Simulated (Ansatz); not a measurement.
Ansatz (an electronic-structure program) input:

Ansatz 0.2 input:
```yaml
crystal:
  periodic: [false, false, false]
  atoms:
    - {symbol: C, position_ang: [1.44426070, -0.53658161, -0.27402555]}
    - {symbol: C, position_ang: [1.36902390, 0.90871354, 0.23061831]}
    - {symbol: C, position_ang: [-0.09966705, 0.54899598, 0.74559223]}
    - {symbol: C, position_ang: [0.14065038, -0.72927474, 0.15909879]}
    - {symbol: C, position_ang: [-1.28634728, -0.95967727, -0.32215211]}
    - {symbol: C, position_ang: [-1.37294596, 0.60773327, -0.18472220]}
    - {symbol: H, position_ang: [2.26019345, -1.18278387, -0.58882787]}
    - {symbol: H, position_ang: [1.29799486, 1.63376910, -0.58908418]}
    - {symbol: H, position_ang: [2.10293262, 1.28829290, 0.96136211]}
    - {symbol: H, position_ang: [-1.43086623, -1.37938019, -1.32226701]}
    - {symbol: H, position_ang: [-1.92490781, -1.48935370, 0.39132526]}
    - {symbol: H, position_ang: [-1.16856776, 1.04398640, -1.17825130]}
    - {symbol: H, position_ang: [-2.30662743, 1.04601428, 0.19928636]}
basis:
  gaussian:
    orbitals: aug-cc-pVTZ
total_charge: -1
magnetization: {spin_polarized: false}
correlation: {method: ccsd_t, electrons: outside_noble_gas}
```

Task: What final total energy does it print?

Result: -232.25322 Eh (CCSD(T)/aug-cc-pVTZ). The basis has 437 functions.

It need not be the lowest isomer of its formula. Whether it binds its extra electron was not tested at this geometry.
